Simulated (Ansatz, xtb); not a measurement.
Two structures of C4H10BN

We compare X, `B[C@H]1C[C@H](N)C1`, a singlet, with Y, a singlet given by its coordinates. Both are isolated molecules in the gas phase, relaxed with PBE-D3(BJ)/def2-SVP; the shapes shown needn't be the lowest conformers.

X (Å):

```xyz
16

C     0.3446   -0.4977   -0.2222
C    -0.3722   -1.8072   -0.6214
C    -1.5758   -1.4553    0.2887
C    -0.9885   -0.0184    0.5251
B     1.0095   -0.3211    1.1498
N    -2.8802   -1.6327   -0.3005
H     1.5455    0.7378    1.4251
H     0.9193   -1.1904    2.0016
H     0.6650    0.1768   -1.0359
H     0.1542   -2.7568   -0.4001
H    -0.6765   -1.8212   -1.6882
H    -1.5434   -2.0276    1.2393
H    -2.9718   -1.0654   -1.1537
H    -3.6217   -1.3226    0.3404
H    -1.4973    0.8104   -0.0062
H    -0.9028    0.2937    1.5992
```

Y (Å):

| atom | x (Å) | y (Å) | z (Å) |
| --- | --- | --- | --- |
| C | -2.2700 | 0.7299 | 0.6216 |
| C | -1.0031 | -1.0267 | -0.5925 |
| C | -0.1925 | -0.5197 | 0.6176 |
| C | -1.2319 | 0.1510 | 1.5404 |
| B | -2.0615 | 0.2003 | -0.8403 |
| N | -3.1671 | 1.5839 | 1.0818 |
| H | -1.3819 | 1.2046 | -1.2009 |
| H | -3.0582 | 0.1213 | -1.5617 |
| H | -3.8986 | 1.9317 | 0.4563 |
| H | -3.1465 | 1.9613 | 2.0344 |
| H | -0.3505 | -1.2624 | -1.4570 |
| H | -1.5306 | -1.9709 | -0.3238 |
| H | 0.5339 | 0.2521 | 0.2825 |
| H | 0.3860 | -1.2966 | 1.1607 |
| H | -1.7714 | -0.6435 | 2.1113 |
| H | -0.8293 | 0.8627 | 2.2959 |

Close contacts (Å): C1–C4 1.50, C1–B5 1.57, C1–N6 1.32, C2–C3 1.54, C2–B5 1.64, C3–C4 1.54, C2–H11 1.11, C2–H12 1.11, C3–H13 1.11, C3–H14 1.11, C4–H15 1.12, C4–H16 1.11, B5–H7 1.27, B5–H8 1.23, N6–H9 1.02, N6–H10 1.02.

Question: Estimate which is lower in electronic energy at CCSD(T)/def2-SVP + ΔMP2/def2-TZVPP, and by roughly how much.

Answer: The CCSD(T)/def2-SVP + ΔMP2/def2-TZVPP calculation puts structure Y lower, by 0.904 eV.

The same difference at several levels:

| level | geometry | E(Y) − E(X) (eV) | departure from the last row (eV) | job, with rough time for the two |
| --- | --- | --- | --- | --- |
| PBE-D3(BJ)/def2-SVP | PBE-D3(BJ)/def2-SVP | −1.210 | −0.306 | optimisation, 79 s |
| HF/def2-SVP | PBE-D3(BJ)/def2-SVP | −0.978 | −0.074 | part of the CCSD(T) run |
| MP2/def2-SVP | PBE-D3(BJ)/def2-SVP | −0.967 | −0.063 | part of the CCSD(T) run |
| CCSD(T)/def2-SVP | PBE-D3(BJ)/def2-SVP | −1.042 | −0.137 | single point |
| CCSD(T)/def2-SVP + ΔMP2/def2-TZVPP | PBE-D3(BJ)/def2-SVP | −0.904 |  | single point, 62 s |

None of the levels shown reverses the order. The largest departure from CCSD(T)/def2-SVP + ΔMP2/def2-TZVPP is that of PBE-D3(BJ)/def2-SVP, 0.306 eV. Levels run at GFN2-xTB geometries aren't shown. The last row adds to CCSD(T) the change of the MP2 difference between the two basis sets, here +0.137 eV, a large step that makes the value less sure.

With thermal terms from frequencies at re-optimised GFN2-xTB minima (ideal gas, soft modes damped towards free rotors, one conformer each, 298.15 K, 1 atm): the zero-point term adds −0.003 eV; ΔH is −0.930 and ΔG −0.866 eV.

The correlated steps freeze 6 core orbitals. Mirror images aren't counted in ΔG. Run with Ansatz 0.2.0, xtb 6.7.1; the last row on 2 threads of Intel(R) Xeon(R) 6975P-C (Granite Rapids) on a shared host.
